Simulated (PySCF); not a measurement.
Isomers C6H2F4:

A. `c1cc(F)c(F)c(F)c1F`
B. 1,2,3,5-tetrafluorobenzene (F-1,3)
C. `C(#CC#C)[C@@H](F)C(F)(F)F`

Spectrum 1. ¹H NMR (500 MHz, computed): δ 7.23 (m, 2H). ¹³C{¹H} NMR (computed): δ 157.8 (C), 151.7 (C), 117.3 (CH).

Spectrum 2. ¹H NMR (500 MHz, computed): δ 5.51 (m, 1H), 1.71 (s, 1H). ¹³C{¹H} NMR (computed): δ 131.0 (C), 86.0 (C), 83.7 (CH), 80.1 (CH), 72.3 (C), 68.6 (C).

Spectrum 3. ¹H NMR (500 MHz, computed): δ 7.01 (m, 2H). ¹³C{¹H} NMR (computed): δ 166.5 (C), 162.2 (C), 147.0 (C), 107.5 (CH).

PySCF 2.14 calculation with structure optimised with GFN2-xTB and PBE0/pcSseg-1 with gauge-including orbitals; one computed conformer, no solvent, rapidly exchanging positions averaged, non-relativistic.

δ = σ(ref) − σ, references computed at the same level: ¹H, ¹³C against TMS. Splittings of carbon signals by F and P are missing where no couplings were computed. Where no couplings were computed, multiplicities follow the n + 1 count of equivalent neighbours, and m marks all less simple cases (inequivalent or close neighbours, rings, F or P nearby). Shifts are as computed. Against solution values, carbons near 30 ppm lie about +3 ppm off and those near 130 ppm about +5 ppm. Of 1211 compounds with measured shifts, 218 miss one by over three times the rms of a fit or turn the order of signals round; such compounds aren't used in these exercises.

Which spectrum belongs to which compound?

Results:

1–A, 2–C, 3–B.

- Spectrum 1 (A): 3 ¹³C signals; δC 157.8 is an aromatic carbon bearing fluorine; δC 151.7 is an aromatic carbon bearing fluorine.
- Spectrum 2 (C): 6 ¹³C signals; δC 131.0 is a CF3 carbon; δC 86.0 is an alkyne carbon.
- Spectrum 3 (B): 4 ¹³C signals; δC 166.5 is an aromatic carbon bearing fluorine; δC 162.2 is an aromatic carbon bearing fluorine.
